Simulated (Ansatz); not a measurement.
`FC[SiH2][SnH2][F]` + HBr → `FC[SiH2]Br` + `[F][SnH3]`  (cleavage of the Si–Sn bond)

Isolated molecules relaxed with PBE0-D4/def2-TZVP in Ansatz; ΔE leaves out vibrations. CCSD(T)/CBS adds triple-zeta CCSD(T) − MP2 to the extrapolated MP2 energy (def2 sets, frozen cores). Functionals use def2-TZVPP. Elements past krypton have def2 core potentials. For Br, Sn outer-core shells are correlated without core-valence functions, which leaves a few kJ/mol of doubt a bond. Scalar relativity is left out up to krypton. Each species was taken in one conformer, which may not be the lowest.

`FC[SiH2][SnH2][F]`:

```xyz
11

F     1.561    1.150    1.099
C     0.208    1.463    1.064
Si   -0.609    0.658   -0.450
Sn    0.068   -1.817   -0.569
F     1.644   -1.861   -1.686
H     0.109    2.553    1.038
H    -0.252    1.105    1.991
H    -2.085    0.777   -0.295
H    -0.189    1.332   -1.705
H     0.572   -2.520    0.902
H    -1.028   -2.839   -1.389
```

HBr:

Z-matrix (Å, degrees):
```
Br
H 1 1.420
```

`FC[SiH2]Br`:

Z-matrix (Å, degrees):
```
C
Si 1 1.889
F 1 1.390 2 109.1
H 1 1.095 2 111.1 3 -119.8
H 1 1.095 2 111.1 3 119.8
Br 2 2.222 1 106.6 3 180.0
H 2 1.480 1 111.0 3 61.9
H 2 1.480 1 111.0 3 -61.9
```

`[F][SnH3]`:

```xyz
5

F     0.683    1.602   -0.456
Sn   -0.048   -0.112    0.032
H     0.765   -0.537    1.464
H     0.310   -1.126   -1.286
H    -1.711    0.172    0.247
```

(1) Is it downhill or uphill in electronic energy at CCSD(T)/CBS, and by how much? (An estimate is asked.)

(2) What do these levels give: PBE-D4, ωB97X-V, r2SCAN, SCS-MP2/def2-TZVPP, CCSD/def2-TZVPP, MP2/def2-QZVPP? (Best estimate.)

Largest T1 diagnostic among the species: 0.014.

Results:

(1) The calculation gave: Downhill: ΔE = -70.2 kJ/mol.

(2) Ansatz gave: PBE-D4 -58.9, ωB97X-V -73.0, r2SCAN -71.1, SCS-MP2/def2-TZVPP -77.5, CCSD/def2-TZVPP -72.5, MP2/def2-QZVPP -76.1 kJ/mol.

In def2-TZVPP, CCSD(T) changes the Hartree–Fock value by +19.7 kJ/mol (the triples alone add +1.9 kJ/mol) and MP2 by +14.0 kJ/mol. From PBE to PBE0 (25 % exact exchange), in def2-TZVPP and without D4, ΔE moves by −6.6 kJ/mol.
